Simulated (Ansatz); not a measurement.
The inner images of a band of ClH + FH6N3Si (13 atoms, charge 0, multiplicity 1) are given out of order.

These are results of RKS PBE0/def2-SVP (Ansatz), not measurements.

First end point:

```xyz
13
Properties=species:S:1:pos:R:3
Si -0.164 0.034 -0.232
F -0.241 -0.353 1.378
N 1.530 0.091 -0.484
H 2.123 -0.584 -0.010
H 1.901 0.334 -1.395
N -0.783 1.552 -0.676
H -1.780 1.711 -0.746
H -0.257 2.401 -0.512
N -1.215 -1.146 -0.901
H -1.245 -2.074 -0.494
H -1.374 -1.180 -1.901
Cl 1.905 -2.442 2.012
H 0.967 -1.539 2.001
```

Last end point:

```xyz
13
Properties=species:S:1:pos:R:3
Si 0.422 -0.273 -0.406
F -1.697 -0.330 2.179
N 1.855 -0.011 -1.292
H 2.769 0.009 -0.859
H 1.886 -0.229 -2.280
N -0.425 1.161 -0.036
H -1.110 1.135 0.715
H 0.087 2.035 -0.063
N -0.636 -1.357 -1.192
H -0.449 -2.352 -1.210
H -1.631 -1.163 -1.148
Cl 1.116 -1.156 1.434
H -0.821 -0.664 2.198
```

**Question.** Put them in order from the first end to the last, with their energies above the first end.
A.
```xyz
13
Properties=species:S:1:pos:R:3
Si 0.136 -0.295 -0.230
F -0.223 0.097 1.807
N 1.762 0.050 -0.593
H 2.517 -0.584 -0.373
H 1.999 0.801 -1.229
N -0.621 1.206 -0.628
H -1.621 1.292 -0.480
H -0.160 2.066 -0.353
N -1.010 -1.404 -0.824
H -0.940 -2.399 -0.666
H -1.666 -1.125 -1.543
Cl 0.981 -2.127 1.140
H 0.214 -0.772 2.014
```
B.
```xyz
13
Properties=species:S:1:pos:R:3
Si 0.363 -0.384 -0.430
F -1.312 0.175 2.557
N 1.876 0.065 -1.103
H 2.707 -0.461 -0.860
H 1.930 0.450 -2.039
N -0.533 1.044 -0.180
H -1.383 0.992 0.375
H -0.008 1.879 0.059
N -0.696 -1.503 -1.162
H -0.586 -2.507 -1.108
H -1.455 -1.205 -1.760
Cl 1.016 -1.408 1.324
H -0.552 -0.332 2.369
```
C.
```xyz
13
Properties=species:S:1:pos:R:3
Si 0.232 -0.453 -0.439
F -0.469 0.457 2.560
N 1.817 -0.021 -0.894
H 2.630 -0.530 -0.577
H 2.020 0.779 -1.479
N -0.604 1.031 -0.371
H -1.602 1.049 -0.189
H -0.154 1.856 0.007
N -0.859 -1.516 -1.203
H -0.888 -2.504 -0.989
H -1.506 -1.218 -1.921
Cl 0.778 -1.783 1.176
H -0.028 -0.342 2.359
```
D.
```xyz
13
Properties=species:S:1:pos:R:3
Si -0.076 0.099 -0.190
F -0.076 -0.132 1.454
N 1.604 0.229 -0.513
H 2.233 -0.437 -0.076
H 1.914 0.456 -1.451
N -0.802 1.537 -0.728
H -1.810 1.632 -0.734
H -0.328 2.425 -0.622
N -1.070 -1.195 -0.717
H -0.921 -2.118 -0.323
H -1.328 -1.257 -1.695
Cl 1.324 -2.783 1.729
H 0.703 -1.650 1.907
```
E.
```xyz
13
Properties=species:S:1:pos:R:3
Si 0.002 -0.041 -0.186
F -0.173 0.041 1.495
N 1.676 0.084 -0.515
H 2.371 -0.621 -0.306
H 1.964 0.715 -1.254
N -0.704 1.399 -0.780
H -1.695 1.468 -0.570
H -0.237 2.236 -0.446
N -1.009 -1.313 -0.726
H -0.852 -2.299 -0.565
H -1.577 -1.138 -1.548
Cl 1.105 -2.421 1.526
H 0.496 -1.304 1.916
```

**Answer.** D (+0.5 kJ/mol), E (+33.9 kJ/mol), A (+122.9 kJ/mol), C (+61.7 kJ/mol), B (+42.0 kJ/mol).

The run took 2.2 min on 4 threads of Intel(R) Xeon(R) 6975P-C (Granite Rapids), on a shared host, peak memory 0.34 GiB.
